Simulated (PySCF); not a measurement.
benzoquinone (C₆H₄O₂), singlet, geometry from GFN2-xTB, with bond 6-5 at 1.3 times its length; PySCF with DF-HF/6-311G**.

PySCF was given this input:
```python
from pyscf import gto, scf

mol = gto.Mole()
mol.atom = '''
    O     2.617185    0.519148   -0.010824
    C     1.426228    0.282908   -0.005899
    C     0.411737    1.354708    0.041550
    C    -0.897307    1.095045    0.046964
    C    -1.426228   -0.282908    0.005899
    O    -2.974472   -0.590020    0.012302
    C    -0.411737   -1.354708   -0.041550
    C     0.897307   -1.095045   -0.046964
    H     0.796049    2.364949    0.071695
    H    -1.637875    1.882153    0.081761
    H    -0.796049   -2.364949   -0.071695
    H     1.637875   -1.882153   -0.081761
'''
mol.basis = '6-311g**'
mol.charge = 0
mol.spin = 0
mol.verbose = 4
mol.build()

mf = scf.RHF(mol)
mf.conv_tol = 1e-6
mf = mf.density_fit(auxbasis='def2-universal-jkfit')
mf.kernel()
```

It wrote (shortened):

```
PySCF version 2.14.0

[INPUT] verbose = 4
[INPUT] num. atoms = 12
[INPUT] num. electrons = 56
[INPUT] charge = 0
[INPUT] spin (= nelec alpha-beta = 2S) = 0
[INPUT] symmetry False subgroup None
[INPUT] Mole.unit = angstrom
[INPUT] Symbol           X                Y                Z      unit          X                Y                Z       unit  Magmom
[INPUT]  1 O      2.617185000000   0.519148000000  -0.010824000000 AA    4.945762867320   0.981047538116  -0.020454395572 Bohr   0.0
[INPUT]  2 C      1.426228000000   0.282908000000  -0.005899000000 AA    2.695180311186   0.534618638448  -0.011147494409 Bohr   0.0
[INPUT]  3 C      0.411737000000   1.354708000000   0.041550000000 AA    0.778070165350   2.560027098757   0.078518120476 Bohr   0.0
[INPUT]  4 C     -0.897307000000   1.095045000000   0.046964000000 AA   -1.695664479655   2.069335144074   0.088749097714 Bohr   0.0
[INPUT]  5 C     -1.426228000000  -0.282908000000   0.005899000000 AA   -2.695180311186  -0.534618638448   0.011147494409 Bohr   0.0
[INPUT]  6 O     -2.974472000000  -0.590020000000   0.012302000000 AA   -5.620937445187  -1.114976208016   0.023247410784 Bohr   0.0
[INPUT]  7 C     -0.411737000000  -1.354708000000  -0.041550000000 AA   -0.778070165350  -2.560027098757  -0.078518120476 Bohr   0.0
[INPUT]  8 C      0.897307000000  -1.095045000000  -0.046964000000 AA    1.695664479655  -2.069335144074  -0.088749097714 Bohr   0.0
[INPUT]  9 H      0.796049000000   2.364949000000   0.071695000000 AA    1.504314591734   4.469105908564   0.135483914501 Bohr   0.0
[INPUT] 10 H     -1.637875000000   1.882153000000   0.081761000000 AA   -3.095135176272   3.556753694529   0.154505897671 Bohr   0.0
[INPUT] 11 H     -0.796049000000  -2.364949000000  -0.071695000000 AA   -1.504314591734  -4.469105908564  -0.135483914501 Bohr   0.0
[INPUT] 12 H      1.637875000000  -1.882153000000  -0.081761000000 AA    3.095135176272  -3.556753694529  -0.154505897671 Bohr   0.0

nuclear repulsion = 313.916352335327
number of shells = 80
number of NR pGTOs = 280
number of NR cGTOs = 168
basis = 6-311g**
ecp = {}

******** <class 'pyscf.df.df_jk.DFRHF'> ********
method = DFRHF
initial guess = minao
damping factor = 0
level_shift factor = 0
DIIS = <class 'pyscf.scf.diis.CDIIS'>
diis_start_cycle = 1
diis_space = 8
diis_damp = 0
SCF conv_tol = 1e-06
SCF conv_tol_grad = None
SCF max_cycles = 50
direct_scf = False
Set gradient conv threshold to 0.001
Initial guess from minao.
******** <class 'pyscf.df.df.DF'> ********
auxbasis = def2-universal-jkfit
init E= -380.736743649711
  HOMO = -0.266415730077165  LUMO = -0.14833589250777  gap/eV = 3.21312
cycle= 1 E= -378.762067760525  delta_E= 1.97  |g|= 1.26  |ddm|= 3.16
  HOMO = -0.203020784765805  LUMO = -0.0973742531133759  gap/eV = 2.87479
cycle= 2 E= -378.471274238121  delta_E= 0.291  |g|= 1.81  |ddm|= 3.25
  HOMO = -0.397345028805908  LUMO = -0.0908301068135628  gap/eV = 8.34070
cycle= 3 E= -379.174679143775  delta_E= -0.703  |g|= 0.234  |ddm|= 2.27
  HOMO = -0.373479541374994  LUMO = -0.0525570466776024  gap/eV = 8.73275
cycle= 4 E= -379.18591400757  delta_E= -0.0112  |g|= 0.125  |ddm|= 0.331
  HOMO = -0.388158901399819  LUMO = -0.0432674819026992  gap/eV = 9.38497
cycle= 5 E= -379.189750344129  delta_E= -0.00384  |g|= 0.0218  |ddm|= 0.135
  HOMO = -0.390242777785307  LUMO = -0.0446287418380571  gap/eV = 9.40464
cycle= 6 E= -379.190104186649  delta_E= -0.000354  |g|= 0.0109  |ddm|= 0.0623
  HOMO = -0.389410785366813  LUMO = -0.0436553071949461  gap/eV = 9.40849
cycle= 7 E= -379.190208513185  delta_E= -0.000104  |g|= 0.00762  |ddm|= 0.0258
  HOMO = -0.390064221146673  LUMO = -0.043411327086794  gap/eV = 9.43291
cycle= 8 E= -379.190269765502  delta_E= -6.13e-05  |g|= 0.0049  |ddm|= 0.021
  HOMO = -0.390578477313962  LUMO = -0.0433209015294018  gap/eV = 9.44936
cycle= 9 E= -379.190303214438  delta_E= -3.34e-05  |g|= 0.00258  |ddm|= 0.0212
  HOMO = -0.390810019928956  LUMO = -0.0433982328873164  gap/eV = 9.45356
cycle= 10 E= -379.190312777626  delta_E= -9.56e-06  |g|= 0.00125  |ddm|= 0.0127
  HOMO = -0.390974151153657  LUMO = -0.0434868221830804  gap/eV = 9.45561
cycle= 11 E= -379.190314824182  delta_E= -2.05e-06  |g|= 0.000268  |ddm|= 0.00793
  HOMO = -0.391015311399851  LUMO = -0.0434899901284993  gap/eV = 9.45665
cycle= 12 E= -379.190314890102  delta_E= -6.59e-08  |g|= 0.000166  |ddm|= 0.000618
  HOMO = -0.391014494443251  LUMO = -0.0434877125341053  gap/eV = 9.45669
Extra cycle  E= -379.190314903224  delta_E= -1.31e-08  |g|= 0.000106  |ddm|= 0.000362
converged SCF energy = -379.190314903224
```
